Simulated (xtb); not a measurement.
xtb input (GFN2-xTB):

```bash
xtb mol.xyz --gfn 2 --ohess tight --chrg -1 --uhf 0
```
mol.xyz:
```
5

Si    -0.52614794    -0.27090134    -0.13288943
O      1.05840824    -0.23969686     0.42970781
H     -1.46867739    -0.36368831     1.01637246
H     -0.78075119     0.97949155    -0.85469180
H      1.61518879    -0.15934463    -0.40198007
```

End of the output:

```
   ------------------------------------------------------------------------
    298.15    0.455982E-02    0.285648E-01    0.285358E-01    0.290593E-04
   ------------------------------------------------------------------------

         :::::::::::::::::::::::::::::::::::::::::::::::::::::
         ::                  THERMODYNAMIC                  ::
         :::::::::::::::::::::::::::::::::::::::::::::::::::::
         :: total free energy          -7.463146819691 Eh   ::
         ::.................................................::
         :: total energy               -7.463175878983 Eh   ::
         :: zero point energy           0.024004991765 Eh   ::
         :: G(RRHO) w/o ZPVE           -0.023975932473 Eh   ::
         :: G(RRHO) contrib.            0.000029059292 Eh   ::
         :::::::::::::::::::::::::::::::::::::::::::::::::::::

optimized geometry written to: xtbopt.xyz

           -------------------------------------------------
          | TOTAL ENERGY               -7.463175878983 Eh   |
          | TOTAL ENTHALPY             -7.434611063946 Eh   |
          | TOTAL FREE ENERGY          -7.463146819691 Eh   |
          | GRADIENT NORM               0.000497846435 Eh/α |
          | HOMO-LUMO GAP               3.928735634682 eV   |
           -------------------------------------------------

------------------------------------------------------------------------
------------------------------------------------------------------------
 total:
 SCF:
 ANC optimizer:
 analytical hessian:
```

It need not be the lowest isomer of its formula. Whether it binds its extra electron was not tested at this geometry.
